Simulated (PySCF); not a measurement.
Two-component Hartree-Fock for Pr²⁹⁺ (praseodymium, charge +29)

Start: [Ar] 3d10 4s2. Calculated with PySCF 2.14 in an even-tempered Gaussian basis (17 s from 2.6 bohr⁻², ratio 2.8; 13 p from 3.4 bohr⁻², ratio 2.8; 8 d from 6 bohr⁻², ratio 2.8; 4 f from 15 bohr⁻², ratio 3): generalised Hartree-Fock with the X2C-1e Hamiltonian and a Gaussian nucleus; one run each with spin-orbit coupling (SO) switched off, then screened by Boettger's factors.

| spinor shell | electrons | ε, spin-free (eV) | ε, screened SO (eV) | weight of nominal j (screened SO) | rms radius, screened SO (bohr) |
| --- | --- | --- | --- | --- | --- |
| 1s1/2 | 2 | -43234.7 | -43229.1 | 1.000 | 0.0275 |
| 2s1/2 | 2 | -7914.5 | -7912.9 | 1.000 | 0.111 |
| 2p1/2 | 2 | -7185.0 | -7524.4 | 1.000 | 0.0956 |
| 2p3/2 | 4 | -7185.0 | -7036.5 | 1.000 | 0.101 |
| 3s1/2 | 2 | -2491.0 | -2490.6 | 1.000 | 0.286 |
| 3p1/2 | 2 | -2252.4 | -2323.8 | 1.000 | 0.278 |
| 3p3/2 | 4 | -2252.4 | -2221.0 | 1.000 | 0.289 |
| 3d3/2 | 4 | -1929.0 | -1942.1 | 1.000 | 0.259 |
| 3d5/2 | 6 | -1929.0 | -1920.1 | 1.000 | 0.262 |
| 4s1/2 | 2 | -1117.4 | -1117.3 | 1.000 | 0.615 |

| quantity | spin-free | screened SO |
| --- | --- | --- |
| E (hartree) | -8798.40038 | -8802.57422 |
| M_J | 0 | 0 |
| ⟨J²⟩ | 0.000 | 0.000 |
| ⟨L²⟩ | 0.000 | 0.023 |
| ⟨S²⟩ | 0.000 | 0.023 |

Breit and QED terms are absent; they matter most for the inner s and p1/2 levels.

Densities and radii are taken from the X2C orbitals without a picture-change correction, which distorts them close to the nucleus.

Without spin-orbit coupling the j labels of p, d and f shells carry no meaning; the spin-free column gives the mean over the occupied spinors of each nl shell.
